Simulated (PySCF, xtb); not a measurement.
CH7FOSi3, SMILES F[SiH2][C@H]1O[SiH2][SiH2]1. One conformer was computed; it need not be the lowest.

Harmonic wavenumbers (cm⁻¹) from GFN2-xTB run with xtb at its own minimum, in rising order: 42, 75, 110, 215, 247, 287, 393, 430, 440, 472, 484, 550, 557, 568, 641, 674, 714, 773, 777, 788, 796, 822, 851, 982, 1064, 1212, 2198, 2213, 2224, 2229, 2311, 2335, 2864.

Problem. What does PBE0-D3(BJ)/def2-SVP in PySCF give at its own minimum? (An estimate is asked for; the answer gives what the named calculation found.)

Solution. 47, 64, 118, 196, 263, 332, 425, 448, 504, 530, 604, 667, 688, 719, 757, 771, 816, 842, 862, 914, 935, 963, 969, 1019, 1073, 1254, 2224, 2227, 2233, 2242, 2256, 2267, 3064. Paired by order, the mean absolute difference is 68 cm⁻¹ and the zero-point energies are 44.8 and 47.6 kcal/mol.
